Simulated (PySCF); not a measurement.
SbH₂Cl, SMILES [Cl][SbH2]. Coordinates come from a PBE0-D3(BJ)/def2-TZVP optimisation. The def2 effective core potentials stand for the cores of Sb; spin–orbit coupling is left out.

Q: Give the equilibrium geometry at PBE0-D3(BJ)/def2-TZVP (PySCF confirms it by a frequency run) as Cartesian coordinates in Å, and its point group. (An estimate is asked for; the answer gives what the named calculation found.)

A: point group Cs.
```xyz
4

Sb    -0.5674     0.0481     0.0000
H     -0.7275    -1.1488     1.2142
H     -0.7275    -1.1488    -1.2142
Cl     1.7877    -0.0092     0.0000
```
